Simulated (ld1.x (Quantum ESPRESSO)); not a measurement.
**Sb (Z = 51): excitation energies, all-electron against PAW**

antimony, PAW, made with ld1.x (Quantum ESPRESSO) 7.5 (LDA (PZ), scalar-relativistic). Core [Kr], reference 4d10 5s1.5 5p3.5. Waves: 5s (bound): rcut 1.70, rcutus 2.10 bohr; 5s channel at -0.55 Ry: rcut 1.70, rcutus 2.10 bohr; 5p (bound): rcut 2.30, rcutus 2.80 bohr; 5p channel at 0.3 Ry: rcut 2.30, rcutus 2.80 bohr; 4d (bound): rcut 1.15, rcutus 1.25 bohr; 4d channel at -1.55 Ry: rcut 1.15, rcutus 1.25 bohr. Local part: all-electron potential smoothed inside 1.25 bohr (lloc = -1). Core correction: a·sin(br)/r model core, default radius (ld1.x builds one for every PAW set, though the input has nlcc=.false.). Augmentation charge: BESSEL, radius 1.30 bohr.

Energies are relative to the spin-unpolarised reference configuration 4d10 5s1.5 5p3.5; without spin polarisation the order of configurations can differ from experiment. Not all tests gave a result: test run stopped at test 6 of 9 (negative rho).

```csv
valence configuration,charge,ΔE all-electron (eV),error AE − PS (meV)
4d10 5s2 5p3,0,-4.075,-0.4
4d10 5s2 5p2,+1,4.446,-0.3
4d10 5s2 5p1,+2,20.699,+9.8
4d10 5s1 5p4,0,4.134,+1.8
```

(1) What are ΔE and the potential's error for 4d10 5s1 5p3?

Levels in the configuration 4d10 5s2 5p1:

| level | all-electron (eV) | pseudo (eV) |
| --- | --- | --- |
| 4d | -51.985 | -52.114 |
| 5s | -29.820 | -29.808 |
| 5p | -20.413 | -20.384 |

Note: ghost states, extra bound levels that the all-electron valence spectrum of the same l lacks: s at -279.3 eV, p at -55.0 eV. A true bound ghost makes a file unfit for plane-wave use.

Results:

(1) ΔE = 13.264 eV all-electron; the error (AE − PS) is -1.9 meV.
